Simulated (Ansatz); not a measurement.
CuCl2: single points at one geometry.

```yaml
crystal:
  periodic: [false, false, false]
  atoms:
    - {symbol: Cu, position_ang: [-0.000025, -0.000011, -0.000007]}
    - {symbol: Cl, position_ang: [-0.015538, -0.019552, 2.058314]}
    - {symbol: Cl, position_ang: [0.015564, 0.019573, -2.058308]}
basis:
  gaussian: {orbitals: def2-TZVP, initial_orbitals: start.molden}
magnetization: {spin_polarized: true, initial_magnetization: 1}
correlation: {method: mp2, frozen_orbitals: {Cl: 5, Cu: 9}}
scf: {omitted_lower_state_checks: [starts]}
output: {orbitals: {seedname: orbitals}}
```

The file start.molden holds the orbitals of an earlier run on this structure, at another level or in another basis.

```sh
$ ansatz run in.yaml --threads 4 --pin off --events-out ev --progress --plain --max-ram 3916MiB
```

Shortened log:

```
Functional definition: HF
893 factors; integrals over basis functions are off by at most 8.5e-4 eV
mean field evaluation 1: about -69605.5064 eV, gradient 2.7e1 eV
mean field evaluation 2: about -69607.9643 eV, gradient 6.0e0 eV
mean field evaluation 4: about -69608.5001 eV, gradient 1.2e0 eV
mean field evaluation 8: about -69608.5099 eV, gradient 5.0e-4 eV
mean field evaluation 16: about -69608.5270 eV, gradient 1.4e0 eV
mean field -69608.74571801 eV, -2558.0742226345 hartree, gradient 1.9e-6 eV, S^2 0.755854; 1 other end points of the search recorded, 0 dependent functions left out
19 core orbitals not correlated: weight in the atoms' cores, before any rotation towards them, 1.000 or more for the frozen orbitals, at most 0.000 for the correlated occupied ones
reference -69608.74571801 eV, -2558.0742226345 hartree; 13, 12 occupied and 87, 88 virtual orbitals, 893 factors
second order -19.09621622 eV of doubles, -0.00000000 eV of singles
Total energy: -69627.84193424 eV, -2558.7759956368 hartree
Checks for a lower state left out: starts
```

Run time 2.9 s (4 threads of Arm Neoverse V1 on a shared host).

The first input with `gaussian: {orbitals: def2-TZVPD, initial_orbitals: start.molden}`, `hamiltonian: {xc: r2scan, dispersion: d4}` and without the key `correlation` (abridged; 25 s):

```
Functional definition: r2SCAN
mean field evaluation 16: about -69687.0451 eV, gradient 1.2e-5 eV
mean field -69687.04514655 eV, -2560.9516735600 hartree, gradient 8.8e-6 eV, S^2 0.753678
Total energy: -69687.06084635 eV, -2560.9522505171 hartree
Checks for a lower state left out: starts
```

First input, but with `gaussian: {orbitals: def2-TZVPP, initial_orbitals: start.molden}`, `correlation: {method: ccsd_t, frozen_orbitals: {Cl: 5, Cu: 9}}`, `scf: {omitted_lower_state_checks: [starts, cluster_reference]}` (abridged; 24 s):

```
Functional definition: HF
mean field evaluation 16: about -69608.8761 eV, gradient 9.1e-2 eV
mean field -69608.88104437 eV, -2558.0791957864 hartree, gradient 1.5e-6 eV, S^2 0.756012; 1 other end points of the search recorded, 0 dependent functions left out
19 core orbitals not correlated: weight in the atoms' cores, before any rotation towards them, 1.000 or more for the frozen orbitals, at most 0.000 for the correlated occupied ones
second order -21.20758014 eV of doubles, -0.00000000 eV of singles
cycle   1  -20.67066682 eV  change    5.4e-1 eV  update   1.1e-1
cycle   2  -21.21616690 eV  change   -5.5e-1 eV  update   4.1e-2
cycle   3  -21.36348389 eV  change   -1.5e-1 eV  update   3.1e-2
cycle   4  -21.38327900 eV  change   -2.0e-2 eV  update   2.0e-2
cycle   5  -21.41010837 eV  change   -2.7e-2 eV  update   1.3e-2
cycle   6  -21.43831545 eV  change   -2.8e-2 eV  update   5.1e-3
cycle   7  -21.43664134 eV  change    1.7e-3 eV  update   1.4e-3
cycle   8  -21.43825924 eV  change   -1.6e-3 eV  update   5.4e-4
cycle   9  -21.43812799 eV  change    1.3e-4 eV  update   2.0e-4
cycle  10  -21.43787963 eV  change    2.5e-4 eV  update   9.5e-5
cycle  11  -21.43795318 eV  change   -7.4e-5 eV  update   3.7e-5
cycle  12  -21.43802002 eV  change   -6.7e-5 eV  update   1.8e-5
cycle  13  -21.43800100 eV  change    1.9e-5 eV  update   7.6e-6
perturbative correction -0.80357667 eV, -0.0295308980 hartree
Total energy: -69631.12262205 eV, -2558.8965586901 hartree
Checks for a lower state left out: starts, cluster_reference
```

First input, but with `gaussian: {orbitals: def2-SVP, initial_orbitals: start.molden}`, `hamiltonian: {xc: pbe, dispersion: d4}` and without the key `correlation` (abridged; 5.5 s):

```
Functional definition: PBE
mean field evaluation 16: about -69656.4998 eV, gradient 6.4e-6 eV
mean field -69656.49975112 eV, -2559.8291509824 hartree, gradient 6.5e-6 eV, S^2 0.751064
Total energy: -69656.57177402 eV, -2559.8317977750 hartree
Checks for a lower state left out: starts
```

The first input with `hamiltonian: {xc: {name: r2SCAN0}, dispersion: d4}` and without the key `correlation` (abridged; 39 s):

```
Functional definition: r2SCAN0
mean field evaluation 16: about -69685.1110 eV, gradient 1.1e-6 eV
mean field -69685.11099382 eV, -2560.8805947581 hartree, gradient 1.1e-6 eV, S^2 0.757417
Total energy: -69685.13083293 eV, -2560.8813238322 hartree
Checks for a lower state left out: starts
```

First input, but with `hamiltonian: {xc: {name: B2PLYP}}`, `correlation: {frozen_orbitals: {Cl: 5, Cu: 9}}` and without the key `output` (abridged; 17 s):

```
Functional definition: B2PLYP
mean field evaluation 16: about -69666.2956 eV, gradient 2.6e-1 eV
mean field -69666.33567931 eV, -2560.1906146762 hartree, gradient 1.7e-6 eV, S^2 0.755249; 1 other end points of the search recorded, 0 dependent functions left out
19 core orbitals not correlated: weight in the atoms' cores, before any rotation towards them, 1.000 or more for the frozen orbitals, at most 0.000 for the correlated occupied ones
second order -23.76610171 eV of doubles, -0.00000000 eV of singles
Total energy: -69672.75267675 eV, -2560.4264349828 hartree
Checks for a lower state left out: starts
```

First input, but with `gaussian: {orbitals: def2-TZVPD, initial_orbitals: start.molden}`, `hamiltonian: {xc: pbe, dispersion: d4}` and without the key `correlation` (abridged; 12 s):

```
Functional definition: PBE
mean field evaluation 16: about -69672.2143 eV, gradient 8.2e-6 eV
mean field -69672.21434285 eV, -2560.4066515768 hartree, gradient 8.2e-6 eV, S^2 0.751864
Total energy: -69672.28637130 eV, -2560.4092985733 hartree
Checks for a lower state left out: starts
```

Geometry: r2SCAN-D4/def2-TZVP.

Correlated methods freeze 19 core orbitals. At PBE-D4/def2-SVP, PBE-D4/def2-TZVPD the gap within one spin of the charge 0 doublet nearly closes, so an electron or hole may be smeared out by delocalisation error.
